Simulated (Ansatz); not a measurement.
Two structures of GeNH₅S, closed shell, reached by relaxing down either side of one saddle point (PBE0-D4/def2-TZVP). Energies are electronic, without zero-point energy. Ansatz 0.2.0; basis: def2-TZVPP and def2-QZVPP; cores frozen in the correlated methods. Filled d shells of the heavier atoms are correlated. The def2 sets are not built for correlating such inner shells, so the correlated values are less sure here. Extrapolation: Hartree–Fock as exp(−7.88 √X), correlation as X^−2.97. First:

```csv
atom,x (Å),y (Å),z (Å)
Ge1,-0.5180,0.0509,0.4351
N2,1.2887,0.0094,0.1229
S3,-1.5229,-0.5114,-1.4602
H4,-0.8546,0.4027,-2.1831
H5,-0.8389,1.4889,0.8725
H6,-1.0627,-0.9714,1.4546
H7,1.6582,-0.9073,-0.0874
H8,1.8503,0.4383,0.8459
```

Second:

```xyz
8
angstrom
Ge -1.0347 0.0794 0.3808
N 0.9878 -0.0721 -0.2615
S -2.0327 0.0775 -1.4262
H 0.8494 -0.0983 -1.2707
H -0.8199 1.3502 1.2410
H -0.9781 -1.1434 1.3310
H 1.4613 -0.9208 0.0315
H 1.5669 0.7275 -0.0256
```

(1) Which bonds change from the first to the second?

(2) Give the saddle point's structure and its height above each. (To be estimated.)

T1 diagnostic: at most 0.013. The end structure is not quite a true minimum (one mode of 69i cm⁻¹).

## Answers

(1) GeNH₅S ([NH2][GeH2][SH]) → GeH₂S ([S][GeH2]) + NH₃ (still joined by a long Ge–N bond); bonds formed: N2–H4; bonds broken: S3–H4; bonds weakened to dative contacts: Ge1–N2.

(2) By the calculation: 1.067 eV above the first and 0.740 eV above the second (CCSD(T) at an estimated basis limit (MP2 extrapolated from triple and quadruple zeta, plus CCSD(T) − MP2 in triple zeta)).
| atom | x (Å) | y (Å) | z (Å) |
| --- | --- | --- | --- |
| Ge1 | -0.8237 | 0.0701 | 0.4973 |
| N2 | 0.9793 | -0.0701 | -0.2241 |
| S3 | -1.4597 | 0.0367 | -1.5577 |
| H4 | 0.1726 | -0.0575 | -1.3184 |
| H5 | -0.8969 | 1.3721 | 1.3169 |
| H6 | -1.0573 | -1.1500 | 1.4078 |
| H7 | 1.4898 | -0.9251 | -0.0321 |
| H8 | 1.5958 | 0.7239 | -0.0894 |

Labels in which every atom is bracketed show which atoms are joined, not bond orders.

For scale, one of the runs: CCSD(T)/def2-TZVPP, 191 basis functions (an equivalent command: `ansatz run in.yaml --threads 4`). Time: 43 s of wall clock on 4 CPU threads; the host was shared. Peak host memory: 2 GiB.
